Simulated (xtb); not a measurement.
C4H12GeO4, charge -1, doublet, from a rough starting geometry (a state made from the parent by changing its charge; the spin is typed, not shown lowest); GFN2-xTB in xtb.

The xtb input:
```
$ xtb mol.xyz --gfn 2 --chrg -1 --uhf 1 --opt vtight --json

# file mol.xyz
21

C     -0.75139951    -2.37574598    -1.35819408
O     -0.63082002    -0.91711944    -1.34215087
Ge     0.02184283    -0.02388034     0.02272682
O     -0.43168450     1.61859003    -0.33612450
C     -1.59006483     2.12178086    -0.90581217
O     -0.66994040    -0.73444607     1.45677764
C     -0.21249984    -0.44972752     2.72484176
O      1.76056259    -0.03325543     0.23524504
C      2.69435188     0.69080028    -0.54186440
H     -1.70462558    -2.54760589    -1.99861779
H     -0.99822680    -2.75005801    -0.36594280
H      0.12124546    -2.89537378    -1.81195661
H     -2.29400742     2.44215411    -0.07670732
H     -2.18158178     1.31702730    -1.36102238
H     -1.36610195     2.94026860    -1.56262467
H      0.84192423    -0.55811247     2.91063733
H     -0.58346943     0.54422002     3.08361178
H     -0.77604110    -1.19517848     3.34603487
H      2.63783040     0.38879002    -1.55979414
H      2.51364615     1.83897669    -0.49370164
H      3.67285608     0.53125298    -0.13286175
```

Problem. What does xtb print? Leave out banner, timings and long lists.

Solution. 
```
   ID    Z sym.   atoms
    1    6 C      1, 5, 7, 9
    2    8 O      2, 4, 6, 8
    3   32 Ge     3
    4    1 H      10-21

           -------------------------------------------------
          |                Calculation Setup                |
           -------------------------------------------------

           -------------------------------------------------
          |                 G F N 2 - x T B                 |
           -------------------------------------------------

          ...................................................
          :                      SETUP                      :
          :.................................................:
          :  # basis functions                  54          :
          :  # atomic orbitals                  53          :
          :  # shells                           31          :
          :  # electrons                        57          :
          :  max. iterations                   250          :
          :  Hamiltonian                  GFN2-xTB          :
          :  restarted?                      false          :
          :  GBSA solvation                  false          :
          :  PC potential                    false          :
          :  electronic temp.          300.0000000     K    :
          :  accuracy                    1.0000000          :
          :  -> integral cutoff          0.2500000E+02      :
          :  -> integral neglect         0.1000000E-07      :
          :  -> SCF convergence          0.1000000E-05 Eh   :
          :  -> wf. convergence          0.1000000E-03 e    :
          :  Broyden damping             0.4000000          :
          :  net charge                         -1          :
          :  unpaired electrons                  1          :
          ...................................................

 iter      E             dE          RMSdq      gap      omega  full diag
   1    -32.3393988 -0.323394E+02  0.612E+00    2.72       0.0  T
   2    -32.5172414 -0.177843E+00  0.449E+00    1.97       1.0  T
   3    -33.1768343 -0.659593E+00  0.214E+00    3.48       1.0  T
   4    -33.2151841 -0.383499E-01  0.665E-01    3.41       1.0  T
   5    -33.2170492 -0.186511E-02  0.179E-01    3.46       1.0  T
   6    -33.2171885 -0.139227E-03  0.646E-02    3.49       1.0  T
   7    -33.2172043 -0.158499E-04  0.168E-02    3.49       1.3  T
   8    -33.2172047 -0.425951E-06  0.641E-03    3.49       3.4  T
[...]
 * total energy  :   -33.1200022 Eh     change       -0.7847088E-06 Eh
 * total energy  :   -33.1200025 Eh     change       -0.3063202E-06 Eh
 * total energy  :   -33.1200024 Eh     change        0.3042874E-07 Eh
 * total energy  :   -33.1200028 Eh     change       -0.3479899E-06 Eh
 * total energy  :   -33.1200031 Eh     change       -0.2794760E-06 Eh
 * total energy  :   -33.1200031 Eh     change       -0.1264976E-07 Eh
 * total energy  :   -33.1200033 Eh     change       -0.2359416E-06 Eh
 * total energy  :   -33.1200036 Eh     change       -0.3084134E-06 Eh
 * total energy  :   -33.1200040 Eh     change       -0.3416551E-06 Eh
 * total energy  :   -33.1200043 Eh     change       -0.3163785E-06 Eh
 * total energy  :   -33.1200045 Eh     change       -0.1785257E-06 Eh
 * total energy  :   -33.1200045 Eh     change       -0.4725855E-07 Eh
   *** GEOMETRY OPTIMIZATION CONVERGED AFTER 78 ITERATIONS ***
         :: total energy             -33.120004504648 Eh    ::
[...]
 ---------------------------------------------------------------------------
     1   6 C    3.979 --     2 O    1.062    12 H    0.972    10 H    0.966
                            11 H    0.966
     2   8 O    1.977 --     1 C    1.062     3 Ge   0.661
     3  32 Ge   3.125 --     4 O    0.866     6 O    0.866     8 O    0.661
                             2 O    0.661
     4   8 O    2.108 --     5 C    1.032     3 Ge   0.866
     5   6 C    3.974 --     4 O    1.032    13 H    0.978    14 H    0.975
                            15 H    0.974
     6   8 O    2.108 --     7 C    1.032     3 Ge   0.866
     7   6 C    3.974 --     6 O    1.032    17 H    0.978    16 H    0.975
                            18 H    0.974
     8   8 O    1.977 --     9 C    1.062     3 Ge   0.661
     9   6 C    3.979 --     8 O    1.062    19 H    0.972    21 H    0.966
                            20 H    0.966
    10   1 H    0.995 --     1 C    0.966
    11   1 H    0.998 --     1 C    0.966
    12   1 H    0.999 --     1 C    0.972
    13   1 H    1.000 --     5 C    0.978
    14   1 H    0.999 --     5 C    0.975
    15   1 H    1.000 --     5 C    0.974
    16   1 H    0.999 --     7 C    0.975
    17   1 H    1.000 --     7 C    0.978
    18   1 H    1.000 --     7 C    0.974
    19   1 H    0.999 --     9 C    0.972
    20   1 H    0.998 --     9 C    0.966
    21   1 H    0.995 --     9 C    0.966
 ---------------------------------------------------------------------------

Topologies differ in total number of bonds
Writing topology from bond orders to xtbtopo.mol

molecular dipole:
                 x           y           z       tot (Debye)
 q only:       -0.764       0.666       0.752
   full:       -1.069       0.932       1.053       4.490
molecular quadrupole (traceless):
                xx          xy          yy          xz          yz          zz
 q only:       -2.635      -2.090       1.909      -3.115      -1.805       0.726
  q+dip:       -2.668      -1.541       2.025      -2.578      -2.288       0.643
   full:       -2.290      -0.780       2.022      -2.108      -2.158       0.269

optimized geometry written to: xtbopt.xyz

           -------------------------------------------------
          | TOTAL ENERGY              -33.120004504648 Eh   |
          | GRADIENT NORM               0.000126933735 Eh/α |
          | HOMO-LUMO GAP               5.873382457571 eV   |
           -------------------------------------------------

normal termination of xtb
```
